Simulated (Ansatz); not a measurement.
Basis-set extrapolation for `OB(F)F` (PBE0-D4/def2-TZVP geometry, frozen core, the Gaussian-basis code of Ansatz). Multiplicity 1, RHF reference.

```
                      def2-TZVPP   def2-QZVPP
                 HF  -299.335402  -299.349128
    MP2 correlation    -0.826298    -0.901167
CCSD(T) correlation    -0.856176    -0.928634
```

Energies in hartree. Use E(X) = E(∞) + A·exp(−7.88·√X) for Hartree–Fock and E(X) = E(∞) + B·X^(−2.97) for correlation, with X = 3 and 4.

Q: What is the CCSD(T) energy at the basis-set limit?

A: HF limit: -299.349128 + (-0.013726) × 0.13774 = -299.35102. Correlation limit: -0.928634 + (-0.072458) × 0.74074 = -0.98231. Total: -300.33333 hartree, 3.86 eV below CCSD(T)/def2-TZVPP.
